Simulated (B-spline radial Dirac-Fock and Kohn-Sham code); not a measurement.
Form factor and incoherent scattering function of Mg⁸⁺

System: the Mg⁸⁺ ion in the configuration [He] 2s2.

Method: Dirac-Fock orbitals of the configuration average with a finite nucleus. Computed with a radial finite-basis atomic code. f₀ is the Fourier transform of the spherical electron density, S the Waller-Hartree incoherent function, and s = sin θ/λ.

| s (Å⁻¹) | f₀ | S |
| --- | --- | --- |
| 0 | 4.000 | 0.000 |
| 0.05 | 3.985 | 0.030 |
| 0.1 | 3.941 | 0.117 |
| 0.15 | 3.869 | 0.254 |
| 0.2 | 3.773 | 0.431 |
| 0.25 | 3.655 | 0.636 |
| 0.3 | 3.521 | 0.856 |
| 0.35 | 3.374 | 1.078 |
| 0.4 | 3.219 | 1.293 |
| 0.45 | 3.060 | 1.492 |
| 0.5 | 2.902 | 1.670 |
| 0.6 | 2.599 | 1.958 |
| 0.7 | 2.329 | 2.162 |
| 0.8 | 2.102 | 2.304 |
| 0.9 | 1.918 | 2.410 |
| 1 | 1.774 | 2.499 |
| 1.1 | 1.663 | 2.581 |
| 1.2 | 1.576 | 2.661 |
| 1.4 | 1.449 | 2.823 |
| 1.6 | 1.352 | 2.981 |
| 1.8 | 1.262 | 3.131 |
| 2 | 1.171 | 3.269 |
| 2.5 | 0.940 | 3.547 |
| 3 | 0.729 | 3.732 |
| 3.5 | 0.556 | 3.845 |
| 4 | 0.421 | 3.911 |
| 5 | 0.245 | 3.970 |
| 6 | 0.147 | 3.989 |

f₀ starts at the number of electrons, 4, and has fallen to half at s ≈ 0.86 Å⁻¹. The sum of ⟨r²⟩ over the electrons is 0.8130 bohr².
